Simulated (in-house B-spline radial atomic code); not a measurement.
# Binding energies in Ni2+

NIST's tabulated ground configuration is [Ar] 3d8; each binding energy is the energy of the ion with one electron taken from that subshell, relaxed, less that of the parent. All numbers are computed (Dirac-Hartree-Fock, average of configuration; Fermi nucleus of rms radius 3.7757 fm) with a B-spline radial code for spherical atoms, not measured. Energies include first-order Breit, QED and recoil terms.

```
subshell  X-ray name  binding energy (eV)  -ε (eV)  relaxation (eV)
      1s           K               8367.5   8426.6             44.6
      2s          L1               1048.4   1070.8             21.3
   2p1/2          L2                907.7    931.9             23.1
   2p3/2          L3                890.6    914.1             22.8
      3s          M1                150.4    155.6              5.1
   3p1/2          M2                106.3    111.1              4.7
   3p3/2          M3                104.1    108.7              4.6
      3d        M4,5                 34.5    38.03             3.54
```

Relaxation = -ε minus the binding energy without Breit, QED and recoil terms.

Emission lines follow as differences of binding energies, with λ = 12398.42 eV·Å / E:

| line | holes | energy (eV) | wavelength (Å) |
| --- | --- | --- | --- |
| K-L3 | 1s → 2p3/2 | 7476.9 | 1.6582 |
| K-L2 | 1s → 2p1/2 | 7459.8 | 1.662 |
| K-M3 | 1s → 3p3/2 | 8263.4 | 1.5004 |
| L1-M3 | 2s → 3p3/2 | 944.3 | 13.13 |
| L3-M1 | 2p3/2 → 3s | 740.2 | 16.75 |

Question: What screening constant σ does Moseley's law, E = (3/4)·13.6057 eV·(Z - σ)², need for K-L3?

Answer: σ = 0.93.

Question: What does it cost to remove both a 3p1/2 and a 3d electron?

Answer: 161.44 eV, which is 20.68 eV more than the two single binding energies together.

Question: What does it cost to remove both a 2p1/2 and a 3d electron?

Answer: 965.81 eV, which is 23.61 eV more than the two single binding energies together.

Question: What does it cost to remove both a 2s and a 3d electron?

Answer: 1106.6 eV, which is 23.7 eV more than the two single binding energies together.
